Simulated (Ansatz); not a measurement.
`C[S][Cd][F]` + `CB[SiH2]CC` → `C[CH2][Cd][F]` + `CB[SiH2]SC`  (redistribution)

Isolated molecules relaxed with PBE0-D4/def2-TZVP in Ansatz; ΔE leaves out vibrations. CCSD(T)/CBS adds triple-zeta CCSD(T) − MP2 to the extrapolated MP2 energy (def2 sets, frozen cores). Functionals use def2-TZVPP. Elements past krypton have def2 core potentials. For Cd outer-core shells are correlated without core-valence functions, which leaves a few kJ/mol of doubt a bond. One conformer a species, not always the lowest.

```json
{"species": "`C[S][Cd][F]`", "ωB97M-V energy (Eh)": "-705.69462"}
{"species": "`CB[SiH2]CC`", "ωB97M-V energy (Eh)": "-435.19990"}
{"species": "`C[CH2][Cd][F]`", "ωB97M-V energy (Eh)": "-346.77893"}
{"species": "`CB[SiH2]SC`", "ωB97M-V energy (Eh)": "-794.10646"}
```

**Question.** Work out ΔE.

**Answer.** ΔE = (-346.77893) + (-794.10646) − (-705.69462) − (-435.19990) = 0.00913 Eh = +5.7 kcal/mol. CCSD(T)/CBS gives +5.5 kcal/mol.

Largest T1 diagnostic among the species: 0.015.

From PBE to PBE0 (25 % exact exchange), in def2-TZVPP and without D4, ΔE moves by +1.4 kcal/mol. In def2-TZVPP, CCSD(T) changes the Hartree–Fock value by −5.9 kcal/mol (the triples alone add −0.8 kcal/mol) and MP2 by −7.7 kcal/mol.
